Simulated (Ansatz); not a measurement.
Relaxation of CH₄BrFOSi (9 atoms, charge 0, multiplicity 1), to a largest force component of 0.015 eV/Å in at most 40 steps.

Level of theory: Ansatz 0.2.0, RKS B3LYP-D4/def2-SVP.

```xyz
9
Properties=species:S:1:pos:R:3
F -1.416 0.755 0.893
C -0.365 0.069 1.189
Br 0.200 0.546 2.968
O 0.734 0.394 0.266
Si 0.423 -0.105 -1.314
H -0.613 -0.979 1.216
H -0.609 0.726 -1.924
H 0.042 -1.504 -1.298
H 1.692 0.053 -2.012
```

Question: Where does it end, and by what steps?

Answer: The run converged. After 23 steps the energy has fallen by 0.523 eV; Br3 moved furthest, 1.45 Å.

```
step  energy less start (eV)  largest force component (eV/Å)  accepted
   0                  0.0000                           3.754       yes
   1                 -0.2526                           2.338       yes
   2                 -0.3620                           0.583       yes
   3                 -0.3557                           0.400        no
   4                 -0.3837                           0.104       yes
   5                 -0.3882                           0.120       yes
   6                 -0.3938                           0.162       yes
   7                 -0.3977                           0.081       yes
   8                 -0.3935                           0.408        no
   9                 -0.3886                           0.369        no
  10                 -0.4005                           0.037       yes
  11                 -0.4046                           0.083       yes
  12                 -0.4050                           0.309       yes
  13                 -0.4120                           0.172       yes
  14                 -0.4207                           0.137       yes
  15                 -0.4337                           0.125       yes
  16                 -0.4501                           0.358       yes
  17                 -0.4646                           0.443       yes
  18                 -0.4723                           0.474       yes
  19                 -0.5072                           0.278       yes
  20                 -0.5209                           0.137       yes
  21                 -0.5228                           0.050       yes
  22                 -0.5232                           0.022       yes
  23                 -0.5233                           0.010       yes
```

```xyz
9
Properties=species:S:1:pos:R:3
F -1.595 -0.323 0.892
C -0.299 -0.245 1.291
Br -0.021 1.613 2.008
O 0.540 -0.526 0.288
Si 0.409 -0.008 -1.334
H -0.135 -0.907 2.152
H -0.030 1.409 -1.380
H -0.555 -0.881 -2.053
H 1.775 -0.178 -1.882
```

Whether the end is a true minimum wasn't checked by a vibrational analysis.

Time of the run: 87 s on 2 threads of Arm Neoverse V1, on a shared host, peak memory 0.28 GiB.
